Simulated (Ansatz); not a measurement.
System: C₂H₅F, charge 0, singlet. C2H5F (fluoroethane, SMILES CCF).
B3LYP-D3(BJ)/def2-TZVP minimum from Ansatz (a first-principles code):
```xyz
8

C      1.1749    -0.1488     0.2623
C     -0.3123    -0.4021     0.2278
F     -0.9475     0.5899    -0.5283
H      1.6692    -0.9237     0.8528
H      1.5927    -0.1644    -0.7450
H      1.3912     0.8196     0.7152
H     -0.7514    -0.3742     1.2278
H     -0.5492    -1.3616    -0.2375
```
Charge 0, spin multiplicity 1.

Total energies in cc-pVDZ, 20 correlated electrons, 3 frozen orbitals. Radicals and triplets start from unrestricted determinants; spin-orbit coupling is neglected. Cores are frozen in correlated methods. No relativity.

```csv
method,program,energy (Eh),minus CCSDT(Q) (mEh)
HF,Ansatz,-178.08960,523.30
MP2,Ansatz,-178.56518,47.71
CCSD,Ansatz,-178.60014,12.76
CCSD(T),Ansatz,-178.61137,1.53
CCSDT(Q),Ansatz,-178.61290,0.00
```

Rough core times of Ansatz's runs on a shared machine: CCSD(T) under 20 s, CCSDT(Q) 4 min.
